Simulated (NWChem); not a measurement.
System: sulfur difluoride (SF2); SMILES FSF

Program: NWChem. All runs use the structure optimised with PBE-D3(BJ)/def2-SVP. Ions are spin-unrestricted doublets at the neutral geometry; other ion states weren't tried.

### Question
Among these, which level gives the lowest value of “−ε(HOMO) (eV)”?
A. CAM-B3LYP/aug-pcseg-1
B. CAM-B3LYP/3-21G
C. CAM-B3LYP/def2-TZVPP
D. CAM-B3LYP/pcseg-2

### Answer
B, CAM-B3LYP/3-21G. Values: CAM-B3LYP/3-21G 8.51; CAM-B3LYP/def2-TZVPP 8.96; CAM-B3LYP/pcseg-2 9.05; CAM-B3LYP/aug-pcseg-1 9.13
